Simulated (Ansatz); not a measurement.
CH6ClNSi, SMILES `C[SiH](N)Cl`. Total charge 0; spin multiplicity 1.

```xyz
10

C    -1.219    0.085   -0.703
Si    0.422   -0.478   -0.051
N     0.840    0.425    1.334
Cl    1.787   -0.300   -1.613
H    -1.488   -0.475   -1.600
H    -1.997   -0.059    0.050
H    -1.184    1.145   -0.969
H     0.460   -1.909    0.327
H     0.761    1.430    1.323
H     1.619    0.135    1.903
```

(1) List the harmonic frequencies (cm⁻¹, unscaled) at PBE0-D4/def2-TZVP in Ansatz. (Best estimate.)

(2) Is this a minimum?

(3) Give the ideal-gas thermochemistry at 298.15 K and 1 bar (rigid rotor, harmonic oscillator; point group C1, symmetry number 1).

(4) And at 400, 500, 600, 800 and 1000 K?

## Answers

(1) The calculation gave: 152, 184, 210, 257, 290, 445, 505, 643, 711, 764, 837, 871, 900, 930, 1280, 1445, 1447, 1586, 2251, 3054, 3139, 3149, 3598, 3689.

(2) Yes, all 24 modes are real.

(3) Zero-point energy 193.4 kJ/mol; H(298) − E = 213.2 kJ/mol; entropy 331.2 J/(mol·K), of which translation 165.7, rotation 110.5, vibration 55.1; G(298) − E = 114.5 kJ/mol.

(4) 
```
T (K)  H − E (kJ/mol)  S (J/mol/K)  G − E (kJ/mol)
  400           224.7        364.1            79.0
  500           237.6        392.8            41.1
  600           251.7        418.6             0.5
  800           283.0        463.5           -87.8
 1000           317.4        501.8          -184.4
```
